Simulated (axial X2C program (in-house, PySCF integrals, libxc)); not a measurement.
# Correcting the dissociation energy of ScAs for spin–orbit coupling

A spin-free PBE0 curve (one-electron X2C) was computed with an axial X2C code built on PySCF integrals, basis As dyall-cv3z [9s9p6d4f1g], Sc dyall-cv3z [10s11p7d5f2g] (cores contracted in-house), for the state M_S = 0, Λ = 0 (closed shell). It gives D0 = 2.339 eV to As + Sc, which in a spin-free picture are the weighted means of the ground terms.

Measured levels of the ground terms (NIST Handbook of Basic Atomic Spectroscopic Data), in cm⁻¹: As 4S: J = 3/2 at 0; Sc 2D: J = 3/2 at 0, J = 5/2 at 168.3.

The molecular state has Λ = 0, so it has no first-order lowering.

Problem. How far does each ground level lie under the (2J+1)-weighted mean of its term?

Solution. As: a single level, 0; Sc: (4 × 0 + 6 × 168.3)/10 = 101 cm⁻¹.

Problem. Correct D0.

Solution. D0 = 2.339 + (0 − 101)/8065.5 = 2.326 eV at PBE0 with these spin–orbit terms.

Second-order spin–orbit effects in the molecule, which grow quickly with Z, are left out. Occupations by symmetry block were frozen at the best pattern of an incomplete PBE0 search. De is counted from the lowest determinant-based energies of the atoms at the same level, without counterpoise correction. Other states lie close and PBE0, whose exact exchange favours high spin, may order them wrongly; the determinant shown need not be the ground state. The nearest other spin-free determinant of the search, M_S = 1, Λ = 1, lies 0.43 eV up at the distance of the search.
